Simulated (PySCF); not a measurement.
Species: C₄H₈OSi.
Numbering: `[SiH3:1][O:2][CH:3]=[C:4]1[CH2:5][CH2:6]1` (hydrogens: H7, H8, H9 on Si1; H10 on C3; H11, H12 on C5; H13, H14 on C6)

The same species was optimised twice, with GFN2-xTB and with PBE0-D3(BJ)/def2-SVP (PySCF), and the same property calculations (PySCF, gas phase) were run on both structures.

| coordinate | GFN2-xTB | PBE0-D3(BJ)/def2-SVP | change |
| --- | --- | --- | --- |
| Si1–O2 (Å) | 1.623 | 1.674 | +0.051 |
| C3=C4 (Å) | 1.311 | 1.323 | +0.012 |
| C5–C6 (Å) | 1.515 | 1.526 | +0.011 |
| C4–C6 (Å) | 1.466 | 1.459 | -0.007 |
| C4–C5 (Å) | 1.465 | 1.461 | -0.004 |
| O2–C3 (Å) | 1.357 | 1.357 | 0.000 |
| Si1–O2–C3 (°) | 132.1 | 125.5 | -6.6 |
| C3–C4–C6 (°) | 149.6 | 148.7 | -0.9 |
| C5–C4–C6 (°) | 62.2 | 63.0 | +0.8 |
| C4–C5–C6 (°) | 58.9 | 58.4 | -0.5 |
| O2–C3–C4 (°) | 122.2 | 122.6 | +0.4 |
| C4–C6–C5 (°) | 58.8 | 58.6 | -0.2 |
| C3–C4–C5 (°) | 148.2 | 148.2 | 0.0 |
| Si1–O2–C3–C4 (°) | 180 | -173 | +7 |

Rotational constants: A = 13488, B = 1149, C = 1087 MHz (GFN2-xTB) against A = 13305, B = 1137, C = 1077 MHz (PBE0-D3(BJ)/def2-SVP). Atoms that the bonding makes alike are paired by their places after alignment.

On the GFN2-xTB structure: HOMO (eV) -6.57 [PBE0/pcSseg-1]; LUMO (eV) 0.31 [PBE0/pcSseg-1]; dipole (D) 0.74 [PBE0/pcSseg-1]; GIAO shielding of Si1 (ppm) 388.3 [PBE0/pcSseg-1]; GIAO shielding of O2 (ppm) 253.6 [PBE0/pcSseg-1]; GIAO shielding of C3 (ppm) 49.2 [PBE0/pcSseg-1]; GIAO shielding of C4 (ppm) 78.8 [PBE0/pcSseg-1]; GIAO shielding of C5 (ppm) 182.0 [PBE0/pcSseg-1]; GIAO shielding of C6 (ppm) 181.3 [PBE0/pcSseg-1].

Q: What do these properties become on the PBE0-D3(BJ)/def2-SVP structure?

A: 
| property | level | on GFN2-xTB | on PBE0-D3(BJ)/def2-SVP | change |
| --- | --- | --- | --- | --- |
| HOMO (eV) | PBE0/pcSseg-1 | -6.57 | -6.51 | +0.06 |
| LUMO (eV) | PBE0/pcSseg-1 | 0.31 | 0.29 | -0.02 |
| dipole (D) | PBE0/pcSseg-1 | 0.74 | 0.80 | +0.06 |
| energy, GFN2-xTB geometry as zero (kcal/mol) | PBE0/pcSseg-1 | 0.0 | -2.5 | -2.5 |
| GIAO shielding of Si1 (ppm) | PBE0/pcSseg-1 | 388.3 | 382.3 | -6.0 |
| GIAO shielding of O2 (ppm) | PBE0/pcSseg-1 | 253.6 | 248.1 | -5.5 |
| GIAO shielding of C3 (ppm) | PBE0/pcSseg-1 | 49.2 | 45.5 | -3.7 |
| GIAO shielding of C4 (ppm) | PBE0/pcSseg-1 | 78.8 | 77.2 | -1.6 |
| GIAO shielding of C5 (ppm) | PBE0/pcSseg-1 | 182.0 | 180.2 | -1.8 |
| GIAO shielding of C6 (ppm) | PBE0/pcSseg-1 | 181.3 | 179.5 | -1.8 |

The heavy atoms differ by 0.067 Å rms after alignment. Among bonds between heavy atoms Si1–O2 changes most (+0.051 Å). Changes are differences of the printed values. Neither structure is proved a minimum here.

Conformer computed: `[SiH3:1][O:2][CH:3]=[C:4]1[CH2:5][CH2:6]1`: Si1–O2–C3–C4 -173°.
